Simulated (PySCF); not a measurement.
CH4BBr, SMILES CBBr.

The structure is a stationary point at PBE0-D3(BJ)/def2-TZVP.

All values below come from PBE/def2-TZVPD run with PySCF.

Symmetry labels are those of the subgroup Cs that the program uses (full group Cs).

Computed valence orbital energies around the gap with their symmetry:
```
orbital  symmetry  energy (eV)
-------  --------  -----------
HOMO−7         A'       -17.59
HOMO−6         A'       -11.97
HOMO−5         A'       -10.55
HOMO−4         A"       -10.16
HOMO−3         A'        -9.01
HOMO−2         A'        -8.47
HOMO−1         A"        -7.74
HOMO           A'        -6.76
LUMO           A"        -2.38
LUMO+1         A'        -0.37
LUMO+2         A'         0.15
LUMO+3         A'         0.49
```
